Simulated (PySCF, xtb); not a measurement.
(3Z)-3,4-difluoropenta-1,3-diene (C5H6F2), SMILES C=C/C(F)=C(\C)F.

GFN2-xTB (xtb 6.7.1) at its own geometry gives an orbital gap of 3.49 eV and a dipole moment of 3.84 D.

Geometry: ωB97X-D3(BJ)/def2-SVP. One conformer was computed; it need not be the lowest.

Problem. What does PBE0/def2-TZVP (PySCF) give? (The exact figures need the calculation; the answer reports its results.)

Solution. gap 5.70 eV (levels -6.58 and -0.88 eV), dipole 2.72 D.
